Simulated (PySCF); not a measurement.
All of these have the formula C4H9NOSi. Computed with PySCF 2.14.0, density-fitted response routines, TDDFT PBE0/def2-SVPD, vertical, gas phase, core orbitals frozen in the response. Geometries: GFN2-xTB; one conformer of each isolated species. Triplets are in the Tamm–Dancoff approximation.

A. `C#C[Si@](C)(O)NC`
B. `O[SiH2]/N=C\C1CC1`
C. `C=NC(=C)O[SiH2]C`
D. `[H]/N=C\[Si@@H]1CCCO1`

Lowest singlet levels (six at most, fewer where fewer were computed) with oscillator strengths:

1. 275 nm (f 0.000); 235 nm (f 0.298); 197 nm (f 0.004); 192 nm (f 0.000); 184 nm (f 0.002); 178 nm (f 0.016); T1 3.10 eV
2. 300 nm (f 0.001); 208 nm (f 0.037); 198 nm (f 0.019); 185 nm (f 0.031); 183 nm (f 0.020); 177 nm (f 0.003); T1 3.25 eV
3. 222 nm (f 0.016); 209 nm (f 0.022); 201 nm (f 0.002); 200 nm (f 0.008); 190 nm (f 0.001); 186 nm (f 0.006); T1 4.96 eV
4. 286 nm (f 0.001); 192 nm (f 0.061); 189 nm (f 0.276); 185 nm (f 0.001); 179 nm (f 0.129); 176 nm (f 0.164); T1 3.78 eV

Question: Which spectrum belongs to which structure?

Answer: 1 = C, 2 = D, 3 = A, 4 = B.
- A: S1 at 5.58 eV, HOMO→LUMO (92%); Löwdin shares by element: HOMO nitrogen 59%, carbon 12% or more, silicon 6%, hydrogen 6% or more (atoms not listed hold the other 17%); LUMO carbon 47% or more, silicon 16%, oxygen 13% (atoms not listed hold the other 24%); HOMO -6.75 and LUMO -0.02 eV.
- B: S1 at 4.34 eV, HOMO→LUMO (98%); Löwdin shares by element: HOMO nitrogen 55%, carbon 20% or more, silicon 10%; LUMO carbon 40% or more, nitrogen 30%, silicon 8% (atoms not listed hold the other 23%); HOMO -6.96 and LUMO -0.65 eV.
- C: S1 at 4.51 eV, HOMO-1→LUMO (99%); Löwdin shares by element: HOMO carbon 68% or more, oxygen 14% (atoms not listed hold the other 18%); LUMO carbon 59% or more, nitrogen 22% (atoms not listed hold the other 19%); HOMO -6.87 and LUMO -1.23 eV.
- D: S1 at 4.13 eV, HOMO→LUMO (98%); Löwdin shares by element: HOMO nitrogen 47%, carbon 19% or more, silicon 9%, hydrogen 7% or more (atoms not listed hold the other 17%); LUMO nitrogen 35%, carbon 33% or more, silicon 13%, hydrogen 4% or more; HOMO -7.03 and LUMO -1.02 eV.
